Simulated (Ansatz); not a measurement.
Basis-set extrapolation for CH₆BNOSi (`CB1O[SiH]1N`) (PBE0-D4/def2-TZVP geometry, frozen core, Ansatz 0.2.0). Multiplicity 1, RHF reference.

```tsv
	def2-TZVPP	def2-QZVPP
HF	-484.455852	-484.474562
MP2 correlation	-0.836203	-0.896564
CCSD(T) correlation	-0.907411	not run
```

Energies in hartree. Use E(X) = E(∞) + A·exp(−7.88·√X) for Hartree–Fock and E(X) = E(∞) + B·X^(−2.97) for correlation, with X = 3 and 4, and add CCSD(T) minus MP2 of the smaller set to the MP2 limit.

What is the CCSD(T) energy at the basis-set limit?

HF limit: -484.474562 + (-0.018710) × 0.13774 = -484.47714. MP2 limit: -0.896564 + (-0.060361) × 0.74074 = -0.94128. Higher-order term: -0.907411 − (-0.836203) = -0.07121. Total: -485.48963 hartree, 79.3 kcal/mol below CCSD(T)/def2-TZVPP.
